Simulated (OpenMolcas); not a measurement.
## Ge: effect of the level shift or regulariser

```yaml
Program: OpenMolcas
Basis: ANO-R1 [5s4p3d1f]
Scalar_Hamiltonian: X2C, finite nucleus
Active_space: 4 electrons in 4 orbitals (4s 4p)
State_averaging: 2S+1 = 3 even, 3 roots; 2S+1 = 1 even, 6 roots; 2S+1 = 5 odd, 1 root; 2S+1 = 3 odd, 5 roots
Spin-orbit_coupling: state interaction with AMFI integrals over the reference wave functions, term energies averaged over their components
```

Methods on the same reference wave functions:
A. CASSCF
B. SS-CASPT2, IPEA 0.25 Eh, imaginary shift 0.1 Eh (closed shells correlated: 3d)
C. SS-CASPT2, IPEA 0.25 Eh, real shift 0.2 Eh (closed shells correlated: 3d)

Energies in cm⁻¹ above 4s² 4p² ³P₀, the measured ground level; measured values from NIST Handbook of Basic Atomic Spectroscopic Data.

```json
{"Level": "4s² 4p² ³P₀", "A": "0.0", "B": "0.0", "C": "0.0", "Measured": "0.0"}
{"Level": "4s² 4p² ³P₁", "A": "465", "B": "462", "C": "462", "Measured": "557"}
{"Level": "4s² 4p² ³P₂", "A": "1217", "B": "1207", "C": "1208", "Measured": "1410"}
{"Level": "4s² 4p² ¹D₂", "A": "9632", "B": "8380", "C": "8420", "Measured": "7125"}
{"Level": "4s² 4p² ¹S₀", "A": "17382", "B": "18160", "C": "18190", "Measured": "16367"}
{"Level": "4s 4p³ ⁵S°₂", "A": "30381", "B": "36420", "C": "36380", "Measured": "41927"}
```

Deviations, from unrounded energies. A percentage is the sum of absolute deviations over the sum of measured energies, with the sign that they share, or ± where signs differ.

```
                        Against measurement  Levels      A      B      C
             mean absolute deviation (cm-1)       5   3100   1800   1800
      fine structure of the ground term (%)       2  -14.5  -15.1  -15.1
other terms of the ground configuration (%)       2  +15.0  +13.0  +13.3
                   other configurations (%)       1  -27.5  -13.1  -13.2
```

B, C lie about equally close to measurement and A furthest from it. The largest miss of B in the table is 4s 4p³ ⁵S°₂, by -5500 cm-1. The ranking rests on the paired levels alone, and a cruder setting can come out closer through cancelling errors.

Between B and C the level of the table that moves most is 4s 4p³ ⁵S°₂, by 49 cm-1 (lowest in C, highest in B). Moves below CASPT2's spread within the term are not significant.

From A to B the spin-free energies of the other terms of 4s² 4p² shown, above ³P, scale by factors of 0.86 to 1.05.

The lowest spin-free term lies below A's lowest term by 0.414 hartree in B, 0.414 hartree in C.

Over all roots computed the reference weight is 0.90 to 0.96 in B; the roots of lowest weight are the least certain, and an intruder state may touch them. Terms of s pⁿ other than that of highest spin mix with s² pⁿ⁻² d, which this space lacks; all of them can be thousands of cm-1 off, and some have no real level of that name. Without dynamic correlation excited terms often stand tens of per cent too high (terms of higher spin than the ground term too low), and those without a measured partner can miss by more than the paired ones (holds for A). Some terms miss by over 15 % even with CASPT2, which points to a basis or an active space too small for the shells correlated (holds for B; C). Computed and measured levels are paired by configuration, term and J; levels that our copy of the source lacks, or whose pairing is in doubt (as where it misses far off the trend of its configuration), stay unpaired and out of the deviations. Levels of configurations outside the active space are missing. The table leaves out levels that lie high or whose names do not pair safely across all columns.

° marks odd parity.
